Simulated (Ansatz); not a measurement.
`[CH3][GeH2][CH3]`, relaxed with RKS PBE0-D4/def2-TZVP in the Gaussian-basis code of Ansatz from a PBE-D4/def2-SVP geometry. The force threshold is 0.005 eV/Å; the program also tests the step.

Charge 0, multiplicity 1.

Start:

```xyz
11

C     0.122    1.007    1.310
Ge   -0.023   -0.696    0.330
C    -0.101   -0.372   -1.611
H     0.166    0.829    2.402
H    -0.754    1.650    1.094
H     1.039    1.549    1.005
H    -1.307   -1.452    0.785
H     1.205   -1.594    0.661
H    -0.978    0.256   -1.861
H     0.815    0.152   -1.950
H    -0.183   -1.328   -2.165
```

Task: How much energy does the relaxation release, and in how many steps? (An estimate is asked.)

Result: The calculation gave: 3.34 kJ/mol, in 2 steps.

Task: Which bonds change most? (Best estimate.)

Result: Computed: C1–H5 from 1.108 to 1.091 Å; C3–H10 from 1.108 to 1.091 Å; C1–H6 from 1.108 to 1.091 Å; C3–H9 from 1.108 to 1.091 Å.

Task: Give the relaxed structure. (Best estimate.)

Result: The calculation gave: 
```xyz
11

C     0.121    1.000    1.300
Ge   -0.023   -0.690    0.327
C    -0.100   -0.369   -1.599
H     0.164    0.825    2.375
H    -0.742    1.633    1.087
H     1.024    1.533    1.000
H    -1.295   -1.440    0.778
H     1.194   -1.581    0.655
H    -0.965    0.250   -1.845
H     0.801    0.148   -1.933
H    -0.181   -1.309   -2.145
```
